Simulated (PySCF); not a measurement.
A structure optimised at PBE-D3(BJ)/def2-SVP, used in a PySCF frequency run:

```
O
C 1 1.3590
C 2 1.3450 1 122.80
H 3 1.0975 2 119.63 1 -178.07
H 3 1.0998 4 119.17 2 -179.36
H 2 1.1075 3 121.81 4 0.86
C 1 1.4174 2 116.28 6 9.96
H 7 1.1189 1 110.43 2 65.62
H 7 1.1193 8 105.99 1 119.64
C 7 1.4982 8 109.56 9 118.12
C 10 1.3422 7 125.04 8 122.79
H 11 1.1003 10 120.67 7 -0.06
H 11 1.1003 12 118.21 10 179.92
H 10 1.1044 11 120.57 12 179.81
```
Charge 0, spin multiplicity 1.

**Question.** Write its SMILES and formula.

**Answer.** C=CCOC=C, C₅H₈O

**Question.** What are its rotational constants (standard atomic weights)?

**Answer.** 11.178, 1.7767, 1.5523 GHz
